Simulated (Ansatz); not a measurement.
Geometry optimisation, Ansatz 0.2.0, UKS PBE/def2-SVP.

Input:

```yaml
crystal:
  periodic: [false, false, false]
  atoms:
    - { symbol: Ge, position_ang: [0.0, 0.0, 0.0] }
    - { symbol: H, position_ang: [0.0, 0.0, 1.8] }
    - { symbol: C, position_ang: [1.8483, 0.0, -0.6527] }
    - { symbol: H, position_ang: [2.196, -1.0463, -0.7809] }
    - { symbol: H, position_ang: [1.8968, 0.5276, -1.6281] }
    - { symbol: H, position_ang: [2.5002, 0.5187, 0.0808] }
    - { symbol: C, position_ang: [-0.9232, 1.5994, -0.6527] }
    - { symbol: H, position_ang: [-1.9758, 1.3458, -0.8971] }
    - { symbol: H, position_ang: [-0.9048, 2.384, 0.1322] }
    - { symbol: H, position_ang: [-0.4128, 1.976, -1.5636] }
    - { symbol: H, position_ang: [-0.73, -1.2648, -0.5162] }
    - { symbol: Si, position_ang: [0.0, 0.0, 3.56] }
    - { symbol: H, position_ang: [-0.7436, -1.1581, 4.0474] }
    - { symbol: H, position_ang: [1.3747, -0.0649, 4.0474] }
    - { symbol: H, position_ang: [-0.6311, 1.223, 4.0474] }
magnetization:
  spin_polarized: true
  initial_magnetization: 1
basis:
  gaussian: { orbitals: def2-SVP }
hamiltonian:
  xc: pbe
relax:
  f_tol: 0.15
  max_steps: 25
  restrain:
    - { distance: [1, 11], at: 2.66, k: 30.0 }
    - { distance: [0, 1], at: 1.55, k: 30.0 }
output:
  orbitals: {}
```

Run as:

```bash
$ ansatz run input.yaml --threads 4 --pin off --max-ram 5120MiB --backend cpu --events-out ev --progress --plain --runs-dir out
```

Where does it end, and by what steps?

The forces met the threshold. The restraints hold the end off the free minimum; the threshold counts their pulls, which the force column leaves out. Restrained pairs: H2–Si12 (1.76 → 2.66 Å), Ge1–H2 (1.80 → 1.56 Å). After 6 steps the energy has fallen by 0.106 eV (the restraints' own energy left out); H2 moved furthest, 0.46 Å.

| step | energy less start (eV) | largest force component (eV/Å) | accepted |
| --- | --- | --- | --- |
| 0 | 0.0000 | 0.832 | yes |
| 1 | 0.1176 | 1.177 | yes |
| 2 | 0.2182 | 1.404 | yes |
| 3 | 0.0506 | 0.461 | yes |
| 4 | -0.0846 | 0.236 | yes |
| 5 | -0.0387 | 0.972 | no |
| 6 | -0.1065 | 0.303 | yes |

```xyz
15
Properties=species:S:1:pos:R:3
Ge -0.002 -0.006 -0.195
H -0.067 -0.123 1.357
C 1.888 0.009 -0.765
H 2.315 -1.014 -0.721
H 1.974 0.380 -1.808
H 2.489 0.669 -0.106
C -0.935 1.639 -0.765
H -2.029 1.461 -0.835
H -0.760 2.460 -0.038
H -0.568 1.967 -1.760
H -0.717 -1.249 -0.804
Si -0.020 -0.032 4.019
H -0.798 -1.245 4.450
H 1.407 -0.108 4.495
H -0.682 1.233 4.499
```

Run time: 33 s on 4 threads of Arm Neoverse N1, with other jobs on the host, peak memory 0.22 GiB.
